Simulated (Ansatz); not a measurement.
Compare A (`CC=C1CCCC1`) with its isomer B (`CCC1=CCCC1`).

Computed with Ansatz on PBE0-D4/def2-TZVP structures; ΔE is electronic, products minus reactants. CCSD(T)/CBS is the MP2 limit (def2-TZVPP, def2-QZVPP) plus CCSD(T) − MP2 in def2-TZVPP, frozen cores. DFT in def2-TZVPP. B3LYP here is the variant with VWN-RPA as its local correlation; programs differ in this. One conformer a species, not always the lowest.

Task: Which is lower in electronic energy at CCSD(T)/CBS, and by how much? (Estimate.)

Result: Ansatz gave: B, by 1.3 kcal/mol.

Task: Give E(B) − E(A) in kcal/mol with HF/def2-TZVPP, CCSD/def2-TZVPP, ωB97M-V, CCSD(T)/def2-TZVPP, LDA (SPW92), BLYP-D4, B3LYP. (Best estimate.)

Result: The calculation gave: HF/def2-TZVPP -1.8, CCSD/def2-TZVPP -1.2, ωB97M-V -0.9, CCSD(T)/def2-TZVPP -1.2, LDA (SPW92) -0.2, BLYP-D4 -0.8, B3LYP -1.0. None reverses the order clearly.

Largest T1 diagnostic: 0.010.

Leaving LDA and LC-ωPBE aside and taking each functional with its dispersion term where it has one, the values, not all of them listed here, spread over 0.5 kcal/mol, from PBE-QIDH to r2SCAN-D4.
